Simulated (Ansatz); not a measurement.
Correlation energies of C2H7Ge, SMILES `[CH2][GeH2][CH3]` radical by basis set

```xyz
10

C     1.570   -0.452   -0.712
Ge   -0.276    0.084   -0.683
C    -0.908    0.242    1.158
H     2.258   -0.180    0.082
H     2.002   -1.012   -1.535
H    -1.116   -0.950   -1.461
H    -0.441    1.447   -1.396
H    -0.837   -0.720    1.667
H    -1.948    0.572    1.178
H    -0.303    0.970    1.701
```

The species carries charge 0 and has multiplicity 2. Correlated methods include outer-core shells of Ge, which these sets cover unevenly. Scalar relativity is left out up to krypton. The geometry is a stationary point of PBE0-D4/def2-TZVP. Frozen core, unrestricted reference, Ansatz.

| basis | HF (Eh) | MP2 corr. |
| --- | --- | --- |
| def2-SVP | -2154.81207 | -0.49777 |
| def2-TZVPP | -2155.16559 | -0.58976 |
| def2-QZVPP | -2155.21127 | -0.87403 |

(1) Estimate the CCSD correlation energy and the (T) correction in each basis where they were run (hartree).

## Answers

(1) 
```json
{"basis": "def2-SVP", "CCSD corr.": "-0.53871", "(T)": "-0.01451"}
{"basis": "def2-TZVPP", "CCSD corr.": "-0.62975", "(T)": "-0.02210"}
```
